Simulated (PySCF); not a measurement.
C₆ coefficients of unlike pairs at wB97X-V

Calculated with PySCF 2.14 from the dipole response of each species, C₆(A,B) = (3/π) ∫ α_A(iu) α_B(iu) du, in atomic units, from isotropic polarisabilities. For ions this is the dispersion term alone; charge-induced terms of lower order in 1/R come first.

```csv
species,configuration,basis,relativity,α (bohr³),C₆ (like pair)
Ga³⁺,[Ar] 3d10 (1S),aug-cc-pVQZ-DK (8s7p5d3f2g),spin-free X2C,1.222,1.894
Ge²⁺,[Ar] 3d10 4s2 (1S),aug-cc-pVTZ-DK (7s6p4d2f),spin-free X2C,10.85,41.11
Ge,[Ar] 3d10 4s2 4p2 (3P),def2-TZVPPD (7s5p5d1f),none,38.21,320.2
Si³⁺,[Ne] 3s1 (2S),dyall-av2z (13s9p2d),none,7.480,14.07
```

(1) Estimate C₆ for Si³⁺ with Ge²⁺.

No spin-orbit coupling is included.

The other pairs:

| pair | C₆ |
| --- | --- |
| Si³⁺, Ge | 67.02 |
| Si³⁺, Ga³⁺ | 3.864 |
| Ge, Ga³⁺ | 18.19 |
| Ge, Ge²⁺ | 112.3 |
| Ge²⁺, Ga³⁺ | 7.413 |

Results:

(1) The integral gives 23.68. The combination rule 2 C_A C_B / (C_A α_B/α_A + C_B α_A/α_B) gives 23.73 and the geometric mean 24.05.
